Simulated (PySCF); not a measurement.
# CaBr at PBE0

Computed with PBE0; PySCF, spin-free X2C with a Gaussian nucleus, basis sets Ca x2c-TZVPall, Br x2c-TZVPall.

* state: ²Σ⁺ (doublet), unpaired electrons σ ↑
* bond length: 2.590 Å
* harmonic wavenumber: 286 cm⁻¹
* force constant: 1.28 mdyn/Å
* rotational constant Be: 0.09475 cm⁻¹
* anharmonicity ωexe: 0.868 cm⁻¹
* vibration–rotation constant αe: 0.000412 cm⁻¹
* well depth De to Ca + Br: 3.82 eV
* dissociation energy D0: 3.80 eV
* bond order (Mayer): 0.78
* dipole moment (positive dipole means Ca(−)Br(+)): -4.08 D

Spin–orbit coupling is left out. The state was picked by a PBE0 search and need not be the measured ground state.
